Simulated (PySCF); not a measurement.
## Correlation energy of Si²⁺ (silicon, charge +2)

[Ne] 3s1 4s1, high-spin 3S determinant (an excited configuration). Computed with PySCF 2.14 in dyall-acv3z (19s12p6d4f, 113 functions), with no relativity, point nucleus. Frozen: [Ne]; 2 electrons correlated; the 23 highest virtual orbitals of each spin left out.

With two correlated electrons CCSD is exact within the correlated space (frozen core and kept virtual orbitals).

```tsv
level	correlation energy (mhartree)
CCSD	-8.42
```

Diagnostics: T1 = 0.0072, D1 = 0.0144, largest double amplitude 0.065.

The outer electron is Rydberg-like, and this basis confines it to a smaller radius and binds it less than a complete one would.

Cost of the coupled-cluster step: about 11 core-seconds, for 2 correlated electrons.

Iterations:

```
CC2 = 0
CCSD nocc = (np.int64(2), np.int64(0)), nmo = (85, 85)
frozen orbitals [[0, 1, 2, 3, 4, 90, 91, 92, 93, 94, 95, 96, 97, 98, 99, 100, 101, 102, 103, 104, 105, 106, 107, 108, 109, 110, 111, 112], [0, 1, 2, 3, 4, 90, 91, 92, 93, 94, 95, 96, 97, 98, 99, 100, 101, 102, 103, 104, 105, 106, 107, 108, 109, 110, 111, 112]]
max_cycle = 100
direct = 0
conv_tol = 1e-08
conv_tol_normt = 1e-06
diis_space = 8
diis_start_cycle = 0
Init t2, MP2 energy = -0.00453055070302982
Init E_corr(UCCSD) = -0.00453055074774787
cycle = 1  E_corr(UCCSD) = -0.00645363147711048  dE = -0.00192308073  norm(t1,t2) = 0.0312784
cycle = 2  E_corr(UCCSD) = -0.0073919642826521  dE = -0.000938332806  norm(t1,t2) = 0.0165942
cycle = 3  E_corr(UCCSD) = -0.00842807712509375  dE = -0.00103611284  norm(t1,t2) = 0.00893619
cycle = 4  E_corr(UCCSD) = -0.00841806911974968  dE = 1.00080053e-05  norm(t1,t2) = 0.000451878
cycle = 5  E_corr(UCCSD) = -0.00842199952219402  dE = -3.93040244e-06  norm(t1,t2) = 8.47405e-05
cycle = 6  E_corr(UCCSD) = -0.00842061889476497  dE = 1.38062743e-06  norm(t1,t2) = 1.26753e-05
cycle = 7  E_corr(UCCSD) = -0.00842103124255109  dE = -4.12347786e-07  norm(t1,t2) = 3.58519e-06
cycle = 8  E_corr(UCCSD) = -0.00842097012908739  dE = 6.11134637e-08  norm(t1,t2) = 5.30997e-07
cycle = 9  E_corr(UCCSD) = -0.00842097398436449  dE = -3.8552771e-09  norm(t1,t2) = 7.37633e-08
UCCSD converged
E(UCCSD) = -287.350142568608  E_corr = -0.008420973984364487
```
